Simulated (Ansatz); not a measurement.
Start from `C=C[SiH](O)[GeH2][OH]` and change one atom or group to get `C=C[SiH](C)O`.

Ansatz, PBE0-D4/def2-TZVP geometries, multiplicity 1. Each molecule was computed in one conformer, which needn't be the lowest.

Scalar relativity is left out up to krypton.

```json
{"property": "size of the dipole moment (B3LYP/def2-TZVPP) / D", "`C=C[SiH](O)[GeH2][OH]`": "2.08"}
{"property": "HOMO–LUMO gap (PBE0/def2-TZVPP) / eV", "`C=C[SiH](O)[GeH2][OH]`": "7.01"}
{"property": "size of the dipole moment (PBE/def2-TZVPP) / D", "`C=C[SiH](O)[GeH2][OH]`": "1.92"}
{"property": "HOMO–LUMO gap (ωB97M-V/def2-TZVPP) / eV", "`C=C[SiH](O)[GeH2][OH]`": "10.96"}
{"property": "HOMO–LUMO gap (PBE/def2-TZVPP) / eV", "`C=C[SiH](O)[GeH2][OH]`": "4.88"}
{"property": "LUMO energy (B3LYP/def2-TZVPP) / eV", "`C=C[SiH](O)[GeH2][OH]`": "-1.03"}
```

Q: Give the same properties after the change, and the shifts. (Estimate.)

A: Computed: 
```
                                        property  `C=C[SiH](C)O`  shift
size of the dipole moment (B3LYP/def2-TZVPP) / D            1.82  -0.26
            HOMO–LUMO gap (PBE0/def2-TZVPP) / eV            7.44   0.43
  size of the dipole moment (PBE/def2-TZVPP) / D            1.79  -0.13
         HOMO–LUMO gap (ωB97M-V/def2-TZVPP) / eV           11.73   0.77
             HOMO–LUMO gap (PBE/def2-TZVPP) / eV            5.29   0.41
             LUMO energy (B3LYP/def2-TZVPP) / eV           -0.61   0.42
```

Dipoles are sizes alone; their direction can turn.

B3LYP here is the variant with VWN-RPA as its local correlation; programs differ in this.
